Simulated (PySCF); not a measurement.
**Unknowns**

Computational details: GFN2-xTB geometry, NMR shieldings at PBE0/pcSseg-1/GIAO, in PySCF 2.14.0 with density-fitted response routines (a single conformation, isolated molecule, no relativistic terms, rapidly exchanging positions averaged).

References, each an isolated molecule treated in the same way: 1H (σref 31.72), 13C (σref 186.93) vs TMS. Splittings of carbon signals by F and P are missing where no couplings were computed. Where no couplings were computed, multiplicities follow the n + 1 count of equivalent neighbours, and m marks all less simple cases (inequivalent or close neighbours, rings, F or P nearby). Shifts are as computed. Against solution values, carbons near 30 ppm lie about +3 ppm off and those near 130 ppm about +5 ppm. Of 1211 compounds with measured shifts, 218 miss one by over three times the rms of a fit or turn the order of signals round; such compounds aren't used in these exercises.

Task: CH12OSi5. 1H NMR (600 MHz, computed): δ 6.75 (m, 1H), 5.07 (s, 3H), 4.81 (m, 1H), 4.35 (m, 2H), 4.06 (m, 2H), 0.63 (d, 3H). 13C{1H} NMR (computed): δ -4.5. Identify the compound.

Result: SMILES C[Si@H]1[SiH2][Si@@H](O[SiH3])[SiH2]1. Rings plus π bonds: 1 (1 ring in the answer). Carbon types of the structure: 1 × CH3, leaving 9 H on heteroatoms. δC -4.5: methyl carbon bonded to Si; an electropositive neighbour leaves it electron-rich and shielded. δH 6.75: hydrogen on a silicon bonded to O, 2 Si, in a 4-membered ring. δH 4.81: hydrogen on a silicon bonded to C, 2 Si, in a 4-membered ring. δH 0.63: hydrogen on a methyl carbon bonded to Si; an electropositive neighbour shields it, as in TMS itself.

The data come from this structure; uniqueness wasn't tested.

Task: C5H6F3NSi. 1H NMR (400 MHz, computed): δ 5.27 (m, 1H), 3.14 (m, 1H), 2.43 (m, 2H), 1.88 (m, 2H). 13C{1H} NMR (computed): δ 138.6 (C), 128.7 (C), 21.0 (CH2), 20.1 (CH). Give a structure.

Result: SMILES N#C[C@H]1C[Si@H](C(F)(F)F)C1. Rings plus π bonds: 3 (1 ring in the answer). 4 carbon signals for 5 carbons: some carbons are equivalent by symmetry or fast rotation. Carbon types of the structure: 2 × C, 1 × CH, 2 × CH2, leaving 1 H on heteroatoms. δC 138.6: CF3 carbon; 3 electronegative neighbours deshield it. δC 128.7: nitrile carbon; typical of a nitrile. δC 21.0: sp3 CH2 bonded to Si. δC 20.1: sp3 CH α to a nitrile; a saturated carbon with 3 carbon neighbours and no heteroatom attached.

The data come from this structure; uniqueness wasn't tested.
